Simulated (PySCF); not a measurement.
# Fluorine: a sound run and one with changed settings

Sound run: F⁺ [He] 2s2 2p4, F²⁺ [He] 2s2 2p3. Calculation: PySCF 2.14, in cc-pVDZ (3s2p1d, 14 functions); no relativity, point nucleus. The sound run starts from symmetry-adapted Hartree-Fock orbitals and uses a fine grid where one is needed.

Changed run: 6 angular points. This setting is unsound on purpose.

```
species  method  sound run (hartree)  changed run (hartree)  converged
     F⁺     UHF            -98.80049              -98.80049        yes
     F⁺  M06-2X            -99.06012              -99.05057        yes
     F⁺    BP86            -99.07520              -99.11735        yes
    F²⁺     UHF            -97.57269              -97.57269        yes
    F²⁺  M06-2X            -97.76990              -97.76990        yes
    F²⁺    BP86            -97.76524              -97.76524        yes
```

Ionisation energy of F⁺:

```json
{"method": "UHF", "sound run (eV)": "33.410", "changed run (eV)": "33.410"}
{"method": "M06-2X", "sound run (eV)": "35.109", "changed run (eV)": "34.849"}
{"method": "BP86", "sound run (eV)": "35.646", "changed run (eV)": "36.793"}
```

A coarse angular grid integrates products of high-l functions wrongly, so density functionals can shift, and the SCF can exploit the error; Hartree-Fock and MP2 need no grid.

For comparison, NIST gives 34.971 eV between the lowest levels.
